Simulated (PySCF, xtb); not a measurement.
Ti(F)2(OH)2 (F2H2O2Ti), SMILES [OH][Ti]([OH])([F])[F], multiplicity 1.

GFN2-xTB run with xtb at its own geometry gives an orbital gap of 5.43 eV and a dipole moment of 4.38 D.

Geometry optimised at B3LYP-D3(BJ)/def2-SVP. The spin state was assumed, not searched. The structure was generated by enumeration; whether it is a known compound was not checked. Other conformers were not sampled.

What does PySCF with M06-2X/def2-TZVP give? (Estimate from the structure and the level; the computed values follow.)

gap 11.07 eV (levels -11.86 and -0.79 eV), dipole 3.32 D.
